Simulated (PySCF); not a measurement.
A structure optimised at PBE-D3(BJ)/def2-SVP, used in a PySCF frequency run:

```xyz
11

Si     0.7622     1.0035     0.0000
C     -0.6270     2.2697     0.0000
C     -0.0431    -0.7633     0.0000
F      0.8769    -1.7619     0.0000
F     -0.8348    -0.9437    -1.0953
F     -0.8348    -0.9437     1.0953
H      1.6194     1.0863     1.2296
H      1.6194     1.0863    -1.2296
H     -1.2633     2.1396    -0.8981
H     -1.2633     2.1396     0.8981
H     -0.2282     3.3036     0.0000
```
Charge 0, spin multiplicity 1.

Question: Write its SMILES, formula and point group.

Answer: C[SiH2]C(F)(F)F, C2H5F3Si, Cs

Question: What are its rotational constants (standard atomic weights)?

Answer: 4.1803, 1.9337, 1.7938 GHz
